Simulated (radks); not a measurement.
Spherical jellium clusters: N electrons in a uniform positive sphere of charge N and radius rs N^(1/3), rs = 3.5 bohr. Method: non-relativistic Kohn-Sham, PBEsol, spin-polarised, spherical densities; computed with a radial shooting solver with Libxc functionals. Levels are named by radial order and angular momentum (1s, 1p, 1d, 2s, ...), and open shells are averaged over m.

N = 18, configuration 1s2 1p6 1d10. This is the lowest configuration that the search found. Occupied and some empty levels:

level,occupation,eigenvalue (eV),<r> (bohr)
1s,2,-5.8900,5.462
1p,6,-4.7132,6.764
1d,10,-3.3532,7.672
2s,0,-2.9953,6.583
1f,0,-1.8374,8.527
2p,0,-1.3436,8.490

Energy (eV): total -32.3889, kinetic 39.311, external -1132.7, Hartree 557.40, exchange-correlation -73.078, background 576.71.
